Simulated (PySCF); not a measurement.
NbOF2, SMILES [O]=[Nb]([F])[F] (connectivity only; charge and spin as stated), neutral, multiplicity 2.

Geometry: r2SCAN-D4/def2-TZVP. A frequency run showed that this geometry is not a minimum. The multiplicity is an assumed one; other spin states were not compared. The def2 effective core potentials stand for the cores of Nb; spin–orbit coupling is left out.

Calculation: PBE/def2-TZVPD (PySCF).

Gas-phase values at a fixed geometry.

The total energy is -331.96110 hartree and the point group is C2v. The α spin, highest occupied and lowest empty level is -5.68 and -4.15 eV and the β spin, highest occupied and lowest empty level comes out as -8.51 and -4.11 eV. The dipole moment is 1.41 D and the quadrupole, principal values (traceless, Buckingham form, about the centre of nuclear charge) is -4.54, -2.93, 7.47 D·Å. The mean static polarisability is 46.5 bohr³ (6.90 Å³). The polarisability, principal values comes out as 42.8, 48.1, 48.7 bohr³. The ⟨S²⟩ comes out as 0.754 (pure state 0.75).
